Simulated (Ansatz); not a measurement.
Ansatz results at the PBE0-D4/def2-TZVP geometry: size of the dipole moment (ωB97M-V/def2-TZVPP) 1.31 D; size of the dipole moment (PBE/def2-TZVPP) 1.19 D; zero-point energy (PBE0-D4/def2-TZVP) 50.6 kJ/mol.

Task: Which molecule gave them?
A. `[OH][Ge]([OH])[OH]`•
B. `[MgH]`•
C. `[CH3][In][SH]`•
D. `F[CH]F`•

Result: D. The others give `[CH3][In][SH]`•: 2.42, 2.33, 114.0; `[OH][Ge]([OH])[OH]`•: 1.68, 1.32, 104.3; `[MgH]`•: 1.59, 1.20, 8.8.
